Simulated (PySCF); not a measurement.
**Radial density of F⁺ (fluorine, charge +1)**

TPSSh, [He] 2s2 2p3 3s1, high-spin 5S determinant (an excited configuration). All numbers are calculated (PySCF 2.14, the non-relativistic Hamiltonian (point nucleus), in aug-cc-pwCVQZ (9s8p6d4f2g, 109 functions)).

```tsv
r (bohr)	4πr²ρ (e/bohr)	4πr²(ρα − ρβ)
0.00279	0.04234	0.0001
0.00469	0.1156	0.0004
0.00790	0.3089	0.0010
0.0133	0.7928	0.0025
0.0223	1.907	0.0062
0.0376	4.105	0.0146
0.0632	7.355	0.0364
0.106	9.731	0.1169
0.179	7.968	0.4379
0.301	4.176	1.4405
0.506	4.727	2.9848
0.851	5.005	2.8224
1.43	1.620	0.9145
2.41	0.4473	0.4135
4.05	0.2258	0.2257
6.81	0.003824	0.0038
```

The outer electron is Rydberg-like, and this basis confines it to a smaller radius and binds it less than a complete one would.
